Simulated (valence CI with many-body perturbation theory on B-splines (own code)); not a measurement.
## Energy levels of Xe¹²⁺

Calculated by configuration interaction combined with many-body perturbation theory (CI+MBPT): six valence electrons over a frozen Dirac-Fock core [Kr], radial functions for each j: 7 s, 7 p, 8 d, 6 f, 4 g, 1 h, with the one-electron correlation potential Σ1, the two-electron term Σ2, the three-electron term Σ3, Breit, model QED; selected CI, second order for the rest, scaled by the run's own slope (own B-spline code, finite nucleus).

No measured spectrum was set against this ion. As an estimate, terms of the open shell hold to 2 to 4 % of their energy, and close levels can change places. Core correlation moves these levels by up to 9400 cm⁻¹, and in measured spectra 5 to 20 % of such shifts remained as error; rates that hang on mixing are uncertain with them. Among the levels kept, up to 1200 cm⁻¹ of a level comes from second order outside the variational space, and about a tenth of that is noise between levels of different J, which matters for small intervals. The list stops below the first excitations out of the core. Only levels of the ground parity were solved; by the run's estimate the other parity begins above the list, which can be wrong where configurations are misplaced.

Levels 1 to 34 of 34, with energies above the lowest level, 4d⁶ ⁵D_4. "Leading %" is the weight of the configuration and term that name the level; weights of strongly mixed levels are sums over their largest components and can fall short. Lifetimes count E1, E2, E3, M1 and M2 decay at the calculated energies, and are blank where another channel may lead or the interval is too uncertain; long ones can be off by a factor of two.

```csv
No.,Configuration,Term,J,E (cm⁻¹),Leading %,g,Lifetime,Second component
1,4d⁶,⁵D,4,0.0,85,1.460,,12 % 4d⁶ ³F
2,4d⁶,⁵D,3,9700,92,1.476,34.1 ms,4 % 4d⁶ ³F
3,4d⁶,⁵D,2,9927,69,1.461,1230 s,21 % 4d⁶ ³P
4,4d⁶,⁵D,1,15224,84,1.475,92.9 ms,12 % 4d⁶ ³P
5,4d⁶,⁵D,0,16073,82,,12.0 s,14 % 4d⁶ ³P
6,4d⁶,³H,4,29041,27,1.046,8.06 ms,24 % 4d⁶ ³G
7,4d⁶,³H,5,34417,52,1.110,103 ms,46 % 4d⁶ ³G
8,4d⁶,³H,6,34536,84,1.141,22000 s,14 % 4d⁶ ¹I
9,4d⁶,³P,2,35915,49,1.399,2.97 ms,29 % 4d⁶ ⁵D
10,4d⁶,³F,3,41077,53,0.990,7.12 ms,34 % 4d⁶ ³G
11,4d⁶,³F,2,42349,74,0.807,9.22 ms,13 % 4d⁶ ¹D
12,4d⁶,³H,4,48132,55,1.004,4.29 ms,36 % 4d⁶ ³F
13,4d⁶,¹S,0,51437,54,,2.64 ms,31 % 4d⁶ ³P
14,4d⁶,³D,1,52180,65,0.841,4.53 ms,26 % 4d⁶ ³P
15,4d⁶,³G,5,52504,52,1.121,10.0 ms,46 % 4d⁶ ³H
16,4d⁶,³G,4,54066,63,1.074,11.5 ms,18 % 4d⁶ ¹G
17,4d⁶,³D,2,54871,68,1.173,11.6 ms,18 % 4d⁶ ³P
18,4d⁶,³D,3,56983,57,1.229,4.47 ms,28 % 4d⁶ ³F
19,4d⁶,³G,3,58229,54,0.960,6.64 ms,24 % 4d⁶ ³D
20,4d⁶,¹I,6,60544,84,1.023,9.83 ms,14 % 4d⁶ ³H
21,4d⁶,³P,1,64273,66,1.205,2.74 ms,29 % 4d⁶ ³D
22,4d⁶,³P,0,66129,92,,7.57 ms,6 % 4d⁶ ¹S
23,4d⁶,¹F,3,69577,65,1.021,10.5 ms,31 % 4d⁶ ³F
24,4d⁶,¹G,4,71892,68,1.024,3.63 ms,18 % 4d⁶ ³F
25,4d⁶,¹D,2,73772,61,1.040,3.50 ms,17 % 4d⁶ ³P
26,4d⁶,³P,1,82901,93,1.477,1.58 ms,
27,4d⁶,³F,4,89665,82,1.211,2.24 ms,8 % 4d⁶ ¹G
28,4d⁶,³F,2,90187,90,0.708,2.55 ms,5 % 4d⁶ ³D
29,4d⁶,³P,0,95499,55,,1.01 ms,39 % 4d⁶ ¹S
30,4d⁶,³P,2,99792,78,1.406,2.02 ms,12 % 4d⁶ ¹D
31,4d⁶,³F,3,99948,61,1.069,2.20 ms,24 % 4d⁶ ¹F
32,4d⁶,¹G,4,103610,83,1.027,1.90 ms,12 % 4d⁶ ³F
33,4d⁶,¹D,2,126980,95,1.000,2.23 ms,
34,4d⁶,¹S,0,164780,94,,784 μs,
```

Names give the largest LS component (configuration and term), which can be under half, so a name can repeat, a term be missing and a line seem to break the LS rules; names also repeat where a configuration has a term twice.

Where two levels of one J and parity lie close, their mixing, g and order are uncertain.

The ionisation energy to 4d⁵ ⁶S5/2 of the next ion comes out as 282.25 eV (NIST: 281 ± 3 eV (theoretical)). All 34 levels together are meant to be complete up to 494300 cm⁻¹.
